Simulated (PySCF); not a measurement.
Structure and specific rotation at 589.3 nm (origin-invariant length gauge)

Theory: PySCF, TDDFT CAM-B3LYP/def2-SVPD circular dichroism and optical rotation, one conformer, gas phase. Geometry: GFN2-xTB.

Each molecule in one low-energy conformer. The parent is C[C@@]1([SiH3])CN[Si@@H]1[AsH2].

The molecule is flexible and this is one conformer; a measurement averages over conformers. The calculation is non-relativistic, which matters for the atoms heavier than Zn.

Question: How does the specific rotation at 589.3 nm (origin-invariant length gauge) change along this series?
- C[C@@]1([SiH3])CN[Si@@H]1[AsH2] (base)
- C[C@]1([SiH3])CN[Si@@H]1[AsH2] (diastereomer)

Answer: 
```csv
molecule,[α]589 (deg dm⁻¹ (g/mL)⁻¹),S1 (eV),"R(S1), velocity form (10⁻⁴⁰ esu² cm²)"
C[C@@]1([SiH3])CN[Si@@H]1[AsH2],+40.1,5.33,+21.3
C[C@]1([SiH3])CN[Si@@H]1[AsH2],+55.2,5.34,+30.8
```
The specific rotation at 589.3 nm (origin-invariant length gauge) is lowest for C[C@@]1([SiH3])CN[Si@@H]1[AsH2] and highest for C[C@]1([SiH3])CN[Si@@H]1[AsH2].
